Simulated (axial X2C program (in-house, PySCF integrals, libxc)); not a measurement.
SnH⁺: from the spin-free to the two-component result

Calculated with an axial X2C code built on PySCF integrals. Spin-free means the one-electron spin-free X2C Hamiltonian; two-component (2c) means X2C with spin–orbit coupling and atomic mean-field two-electron Coulomb and Gaunt terms, so the difference of the two also holds small scalar two-electron terms. Basis: Sn dyall-cv3z [11s12p9d4f1g], H dyall-v3z [6s2p1d] (cores contracted in-house); Gaussian nuclei, density fitting, unrestricted open shells. Masses: Sn 119.902 u, H 1.008 u.

Spin-free state: M_S = 0, Λ = 0 (closed shell); fragments Sn+ + H.

```tsv
level	Re (Å)	ωe (cm⁻¹)	De (eV)	μ (D)
PBE0	1.762	1828.4	2.704	0.06
HF	1.745	1936.1	1.855	0.19
MP2	1.739	1897.9	2.561	n/a
CCSD	1.750	1845.3	2.791	n/a
CCSD(T)	1.753	1826.6	2.806	n/a
BP86	1.779	1753.7	2.892	-0.02
```

Correlated methods: 14 electrons correlated (number of frozen shells: Sn 4 s, 3 p, 1 d; H none), 192 virtual spin orbitals or spinors in MP2, 90 natural virtuals in coupled cluster.

Dipoles are positive if H is the positive end and refer to the centre of mass.

Two-component determinant lowest at the distance of the search:

Ω = 0 (closed shell); fragments Sn+ + H.

```json
{"level": "PBE0", "Re (Å)": "1.761", "ωe (cm⁻¹)": "1824.7", "De (eV)": "n/a", "μ (D)": "0.09"}
{"level": "HF", "Re (Å)": "1.745", "ωe (cm⁻¹)": "1935.1", "De (eV)": "1.527", "μ (D)": "0.22"}
{"level": "MP2", "Re (Å)": "1.738", "ωe (cm⁻¹)": "1895.3", "De (eV)": "2.282", "μ (D)": "n/a"}
{"level": "CCSD", "Re (Å)": "1.750", "ωe (cm⁻¹)": "1841.7", "De (eV)": "2.480", "μ (D)": "n/a"}
{"level": "CCSD(T)", "Re (Å)": "1.753", "ωe (cm⁻¹)": "1822.4", "De (eV)": "2.499", "μ (D)": "n/a"}
{"level": "BP86", "Re (Å)": "1.779", "ωe (cm⁻¹)": "1747.8", "De (eV)": "n/a", "μ (D)": "0.01"}
```

From the two tables, how do the constants change at the CCSD(T) level (2c against spin-free)?

At the CCSD(T) level Re is unchanged within 0.001 Å and ωe decreases by 4.2 cm⁻¹; De changes by -0.307 eV.

One determinant describes the state; a PBE0 search over occupations chose it and may have missed a lower one. Closed shells are restricted here (equal orbitals for both partners); the stretched side of such a curve lies too high. De is counted from the lowest determinant-based energies of the atoms at the same level, without counterpoise correction. De is not given where an atomic determinant may have missed its ground term or J level, or where the truncated virtual space spoils (T). CCSD and (T) use frozen natural virtuals with an MP2 correction for the truncation; (T) itself is uncorrected, so its De runs slightly low. Without a current term, density functionals place determinants with orbital angular momentum somewhat too high.
